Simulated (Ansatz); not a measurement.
CH2NSn (SMILES N#[C][SnH2]): the energy to break a bond

CH2NSn has 5 atoms, charge 0, and is taken as a doublet. As SMILES, `N#[C][SnH2]`. The shape was relaxed beforehand at r2SCAN/def2-SVP.

```xyz
5

N     0.8370   -1.5450    1.6794
C     0.5081   -0.8540    0.7975
Sn    0.0135    0.3337   -0.9028
H    -1.6563    0.0395   -1.1845
H     0.3476    1.9522   -0.4310
```

Wanted: the dissociation energy of the C2–N1 bond into singlet CH2Sn and quartet N (shapes relaxed at r2SCAN/def2-SVP, no zero-point term). 1 Eh = 2625.50 kJ/mol = 27.2114 eV. Totals in Eh; open shells run unrestricted unless said.

| level | program | CH2NSn | singlet CH2Sn | quartet N |
| --- | --- | --- | --- | --- |
| UB3LYP/def2-TZVPP (core potential) | Ansatz | -308.406568 | -253.454835 | -54.603975 |
| UCAM-B3LYP/def2-TZVPP (core potential) | Ansatz | -308.267667 | -253.329269 | -54.582631 |
| RPA@PBE/def2-TZVPP (core potential), 6 core orbitals frozen | Ansatz | -307.759100 | -252.848015 | -54.591651 |

Q: Work out the dissociation energy at each level.

A: 
1. UB3LYP/def2-TZVPP (core potential): (-253.454835) + (-54.603975) − (-308.406568) = 0.347758 Eh = 913.0 kJ/mol = 9.46 eV.
2. UCAM-B3LYP/def2-TZVPP (core potential): (-253.329269) + (-54.582631) − (-308.267667) = 0.355767 Eh = 934.1 kJ/mol = 9.68 eV.
3. RPA@PBE/def2-TZVPP (core potential): (-252.848015) + (-54.591651) − (-307.759100) = 0.319434 Eh = 838.7 kJ/mol = 8.69 eV.

The levels span 839 to 934 kJ/mol; no measured value is set beside them. A fragment with an even electron count was run as a singlet and may have a lower triplet. A bond enthalpy at 298 K also holds the loss of zero-point energy and thermal terms.
